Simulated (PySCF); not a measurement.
TiCl₄, SMILES [Cl][Ti]([Cl])([Cl])[Cl], multiplicity 1.

Geometry optimised at PBE0-D3(BJ)/def2-SVP. The spin state was assumed, not searched. The isomer is the one that the SMILES or the coordinates give; other isomers of the formula were not compared.

Computed with PySCF with HF/def2-TZVP.

Symmetry labels are those of the subgroup Cs that the program uses (full group C3v).

Computed valence orbital energies around the gap with their symmetry:
| orbital | symmetry | energy (eV) |
|---|---|---|
| HOMO−7 | A' | -14.46 |
| HOMO−6 | A" | -14.46 |
| HOMO−5 | A" | -14.10 |
| HOMO−4 | A' | -14.10 |
| HOMO−3 | A' | -14.10 |
| HOMO−2 | A' | -12.86 |
| HOMO−1 | A" | -12.86 |
| HOMO | A" | -12.86 |
| LUMO | A' | 0.34 |
| LUMO+1 | A" | 0.34 |
| LUMO+2 | A' | 0.60 |
| LUMO+3 | A' | 0.60 |
